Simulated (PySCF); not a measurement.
HgI, SMILES [I][Hg] (connectivity only; charge and spin as stated), neutral, multiplicity 2. Coordinates come from a B3LYP-D3(BJ)/def2-TZVP optimisation. The multiplicity is an assumed one; other spin states were not compared. The def2 effective core potentials stand for the cores of Hg, I; spin–orbit coupling is left out.

All values below come from B3LYP-D3(BJ)/def2-TZVP in PySCF 2.14.0.

Harmonic wavenumbers (cm⁻¹): 108. Rotational constants (GHz): 0.8083 (linear); symmetry number 1.

Task: Work out the zero-point energy and the ideal-gas rigid-rotor harmonic-oscillator thermochemistry at 298.15 K and 1 atm.

Result: ZPE = ½ Σ hcν = ½ × 108 cm⁻¹ = 0.15 kcal/mol. H − E(el) = 2.68 kcal/mol. Entropy in cal/(mol K): translation 43.25, rotation 19.77, vibration 3.30, spin 1.38, total 67.70. G − E(el) = -17.51 kcal/mol. Cp = 8.90 cal/(mol K). Modes under 150 cm⁻¹ make the vibrational entropy uncertain.
